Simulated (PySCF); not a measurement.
SbCl₂, SMILES [Sb]([Cl])[Cl], multiplicity 2.

The structure is a stationary point at B3LYP-D3(BJ)/def2-TZVP. The multiplicity is an assumed one; other spin states were not compared. The isomer is the one that the SMILES or the coordinates give; other isomers of the formula were not compared. The def2 effective core potentials stand for the cores of Sb; spin–orbit coupling is left out.

These are PySCF 2.14.0 with C-PCM-PBE0/def2-SVP values and carry that method's errors.

The values are the electrostatic part of the solvation free energy, E(continuum) − E(gas) at the gas-phase geometry, in a cavity of scaled van der Waals radii (PySCF's table); cavitation and dispersion terms are not included. A continuum can't describe solvent molecules that bind to the metal. The dipole moment in vacuum is 2.78 D.

Q: Estimate the values in water (ε = 78.36), acetonitrile (ε = 35.69), toluene (ε = 2.37). (Estimate from the structure and the level; the computed values follow.)

A: 
```csv
solvent,ε,ΔG(elec) (kcal/mol),dipole (D)
water,78.36,-4.0,3.86
acetonitrile,35.69,-3.9,3.83
toluene,2.37,-2.1,3.34
```
